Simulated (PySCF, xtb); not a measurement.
C4H4OSe, SMILES C1(=C)C[Se]C1=O.

Harmonic wavenumbers (cm⁻¹) from xtb with GFN2-xTB at its own minimum, in rising order: 60, 258, 289, 330, 405, 527, 601, 657, 707, 810, 857, 915, 916, 1020, 1119, 1205, 1373, 1412, 1689, 1812, 2971, 2981, 3099, 3134.

**Question.** What does PBE-D3(BJ)/def2-SVP (PySCF) give at its own minimum? (The exact figures need the calculation; the answer reports its results.)

**Answer.** 75, 260, 312, 317, 418, 572, 608, 678, 724, 839, 849, 906, 910, 1033, 1111, 1215, 1348, 1390, 1665, 1841, 3012, 3079, 3081, 3186. Paired by order, the mean absolute difference is 23 cm⁻¹ and the zero-point energies are 41.7 and 42.1 kcal/mol.
